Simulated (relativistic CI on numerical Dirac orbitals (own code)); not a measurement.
Transition arrays of Mo¹⁹⁺

Calculated at this level of theory: Dirac-Coulomb-Breit CI, orbitals from a KLI potential per configuration, QED by a radiative potential, valence Slater integrals scaled by 0.9, whole transition arrays (own radial code, finite nucleus).

Configurations in the expansion (outside the closed core [Ne] 3s2): 3p6.3d5, 3p6.3d4.4f, 3p5.3d6, 3p6.3d4.4p, 3p6.3d4.5f. Levels of other configurations are missing.

All E1 lines from the levels of 3p6.3d5; mean and standard deviation are weighted by gf, and upper levels are sorted by their leading configuration.

| Upper configuration | Lines | Σgf | Mean (eV) | Mean (nm) | σ (eV) | Strongest line (nm) |
| --- | --- | --- | --- | --- | --- | --- |
| 3p6.3d4.4f | 5470 | 858.2 | 475.26 | 2.609 | 5.40 | 2.590 |
| 3p5.3d6 | 3245 | 260.6 | 171.92 | 7.212 | 13.31 | 6.532 |
| 3p6.3d4.4p | 3245 | 54.8 | 364.49 | 3.402 | 5.27 | 3.402 |
| 3p6.3d4.5f | 5470 | 315.5 | 600.84 | 2.064 | 5.99 | 2.052 |

Σgf per state of the lower configuration in bins of 0.2 nm over the central range (centre: value): 2.1: 1.25, 2.5: 1.59, 2.7: 1.82, 3.3: 0.11, 3.5: 0.11, 6.5: 0.08, 6.7: 0.18, 6.9: 0.16, 7.1: 0.13, 7.3: 0.12, 7.5: 0.07, 7.7: 0.08, 7.9: 0.07.

**Question.** How do configuration mixing and the scaling of the Slater integrals move the arrays?

**Answer.** Slater scale 0.9, no configuration mixing: 3p6.3d4.4f 475.3 ± 5.4 eV (Σgf 858.0), 3p5.3d6 172.3 ± 13.4 eV (Σgf 281.3), 3p6.3d4.4p 364.6 ± 5.2 eV (Σgf 54.6), 3p6.3d4.5f 600.6 ± 6.0 eV (Σgf 245.4); Slater scale 1: 3p6.3d4.4f 476.1 ± 5.9 eV (Σgf 863.9), 3p5.3d6 173.6 ± 14.3 eV (Σgf 260.6), 3p6.3d4.4p 364.6 ± 5.8 eV (Σgf 54.9), 3p6.3d4.5f 601.2 ± 6.6 eV (Σgf 318.2); Slater scale 0.8: 3p6.3d4.4f 474.4 ± 4.9 eV (Σgf 852.4), 3p5.3d6 170.2 ± 12.4 eV (Σgf 260.5), 3p6.3d4.4p 364.4 ± 4.7 eV (Σgf 54.7), 3p6.3d4.5f 600.5 ± 5.4 eV (Σgf 312.8). With mixing, levels are counted to their leading configuration, so an array can shrink or vanish into another, and the sums then hold other lines.
